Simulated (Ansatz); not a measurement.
A nudged elastic band was laid between two geometries of Cl3H2NZr + ClH (9 atoms, charge 0, multiplicity 1).

These are results of RKS B3LYP/def2-SVP in Ansatz, not measurements.

```yaml
movable_images: 5
climbing_image: yes
spring: 5.0 eV/Å²
optimiser: quadratic models (default)
start_path: through a guess of the saddle point
force_threshold: 0.03 eV/Å
iteration_limit: 60
end_points: relaxed
```

Image 0:

```xyz
9
Properties=species:S:1:pos:R:3
Zr -0.087 0.177 0.009
N 0.046 -0.028 2.030
H -0.723 -0.349 2.623
H 0.702 0.495 2.615
Cl 2.098 0.417 -0.819
Cl -1.275 2.162 -0.441
Cl -1.339 -1.637 -0.803
Cl 1.748 -2.884 1.977
H 1.080 -1.766 2.133
```

Image 6:

```xyz
9
Properties=species:S:1:pos:R:3
Zr 0.662 -0.269 0.044
N -0.275 -0.520 2.297
H -1.263 -0.257 2.333
H 0.212 0.062 2.983
Cl 1.563 -0.028 -2.129
Cl 0.110 2.003 0.472
Cl -1.118 -1.762 -0.453
Cl 2.573 -1.156 1.144
H -0.215 -1.486 2.632
```

Task: What changes between the two ends?

Result: Bonds broken: Cl8–H9. Bonds formed: Zr1–Cl8, N2–H9. Cl3H2NZr + ClH becomes Cl4H3NZr.

Task: Give the energies along the band, and the barrier.

Result: The forces met the threshold. The highest image is number 1 of 0 to 6, 0.041 eV above the first end and 1.823 eV above the last; the last end lies 1.782 eV below the first. A vibrational analysis at the climbing image gives one clearly imaginary mode, 93i cm⁻¹: a first-order saddle point. The orbitals stay closed-shell, which can raise the energy where a bond breaks towards radicals; this wasn't checked here.

```tsv
image	path coordinate (Å)	energy (eV)	Cl8–H9 (Å)	Zr1–Cl8 (Å)	N2–H9 (Å)
0	0.00	0.000	1.31	4.08	2.03
1	0.93	0.041	1.37	3.14	1.70
2	1.83	-1.129	2.04	2.58	1.05
3	2.72	-1.539	2.61	2.42	1.02
4	3.61	-1.588	2.70	2.41	1.02
5	4.51	-1.705	2.86	2.39	1.02
6	5.40	-1.782	3.18	2.38	1.02
```

Task: What is the geometry of the highest image?

Result: 
```xyz
9
Properties=species:S:1:pos:R:3:forces:R:3
Zr 0.075 -0.090 0.116 0.00 0.00 0.00
N 0.073 -0.075 2.198 0.00 0.00 0.00
H -0.778 -0.258 2.737 0.00 0.00 0.00
H 0.645 0.583 2.734 0.00 0.00 0.00
Cl 2.192 0.368 -0.809 0.00 0.00 0.00
Cl -1.104 1.883 -0.379 0.00 0.00 0.00
Cl -1.340 -1.738 -0.795 0.00 0.00 0.00
Cl 1.546 -2.548 1.413 0.00 0.00 0.00
H 0.942 -1.536 2.106 0.00 0.00 0.00
```

Task: What are the harmonic wavenumbers there?

Result: 93i, 65, 65, 105, 111, 119, 121, 205, 218, 372, 395, 409, 533, 558, 584, 784, 844, 1504, 1972, 3483, 3567 cm⁻¹.

The run took 4.4 min on 4 threads of Arm Neoverse V1, on a shared host, peak memory 0.39 GiB.
